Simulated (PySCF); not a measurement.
**Computed beside measured shifts**

System: Me2PhSi(SeBu) (C12H20SeSi), SMILES CCCC[Se][Si](C)(C)c1ccccc1.

Atom-mapped SMILES (hydrogens are numbered by the atom that bears them): [CH3:1][CH2:2][CH2:3][CH2:4][Se:5][Si:6]([CH3:7])([CH3:8])[c:9]1[cH:10][cH:11][cH:12][cH:13][cH:14]1

Computed with GIAO PBE0/pcSseg-1, IEF-PCM chloroform, PySCF SCF with an in-house response code, fitting set def2-universal-JFIT up to Ne and JKFIT beyond, grid level 2, non-relativistic, on the PBE0-D3(BJ)/def2-SVP geometry.

One optimised conformer. Values are averaged over the atoms that symmetry or fast rotation interchanges, on this one geometry and without vibrational averaging. Shifts are the reference shielding less the shielding here, at the same level (13C, 1H, 29Si against isolated TMS; 77Se against isolated Me2Se); nuclei without a reference have shieldings only.

Spin-orbit coupling is left out, which matters for the heavier atoms here.

(1) What shifts does this level give for Si6, Se5, and how do they compare with measurement?

Results:

(1) 
```tsv
atom	nucleus	computed / ppm	measured / ppm	computed less measured	measured against	medium of the measurement
Si6	29Si	19.7	6.2	13.5	TMS	solution
Se5	77Se	-139.3	-116	-23.3	Me2Se	solution
```

Measured values: U. Herzog, Habilitationsschrift, TU Bergakademie Freiberg, 2002/2003.
